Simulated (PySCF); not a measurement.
Isomers of C3H8Si, mass 72.040 u with the commonest isotopes. Method: PySCF 2.14.0, PBE0-D3(BJ)/def2-SVP geometry optimisation, gas phase. One conformer each, none proved a minimum here; rigid rotors.

Question: Order these by rotational constant B, largest first.
A. `C1C(C1)[SiH3]`
B. `C[SiH]1CC1`
C. SiH2Me(vinyl), `C=C[SiH2]C`
D. `[CH2:1]=[CH:2][CH2:3][SiH3:4]` with C1–C2–C3–Si4 106°

Answer: B (3922 MHz), A (3534 MHz), C (3012 MHz), D (2750 MHz).

Question: Order these by radius of gyration √(Σ m r²/M), largest first.
A. SiH2Me(vinyl) (`C=C[SiH2]C`)
B. `C[SiH]1CC1`
C. `[CH2:1]=[CH:2][CH2:3][SiH3:4]` with C1–C2–C3–Si4 106°
D. `[SiH3]C1CC1`

Answer: C (1.683 Å), A (1.637 Å), D (1.517 Å), B (1.449 Å).

Question: Order these by rotational constant C, largest first.
A. `C[SiH]1CC1`
B. `[SiH3]C1CC1`
C. SiH2Me(vinyl), `[H][Si]([H])(C)C=C`
D. `[CH2:1]=[CH:2][CH2:3][SiH3:4]` with C1–C2–C3–Si4 106°

Answer: A (3865 MHz), B (3309 MHz), C (2790 MHz), D (2634 MHz).

```json
{"SMILES": "[SiH3]C1CC1", "point group": "Cs", "Ia (u·Å²)": "35.81", "Ib (u·Å²)": "143.00", "Ic (u·Å²)": "152.71", "κ": "-0.96", "μa (D)": "0.88", "μb (D)": "0.00", "μc (D)": "0.29"}
{"SMILES": "C[SiH]1CC1", "point group": "Cs", "Ia (u·Å²)": "42.70", "Ib (u·Å²)": "128.84", "Ic (u·Å²)": "130.76", "κ": "-0.99", "μa (D)": "0.76", "μb (D)": "0.01", "μc (D)": "0.34"}
{"SMILES": "C=CC[SiH3]", "point group": "C1", "Ia (u·Å²)": "32.40", "Ib (u·Å²)": "183.79", "Ic (u·Å²)": "191.88", "κ": "-0.98", "μa (D)": "0.17", "μb (D)": "0.48", "μc (D)": "0.04"}
{"SMILES": "[H][Si]([H])(C)C=C", "point group": "C1", "Ia (u·Å²)": "37.19", "Ib (u·Å²)": "167.79", "Ic (u·Å²)": "181.12", "κ": "-0.96", "μa (D)": "0.02", "μb (D)": "0.75", "μc (D)": "0.02"}
```
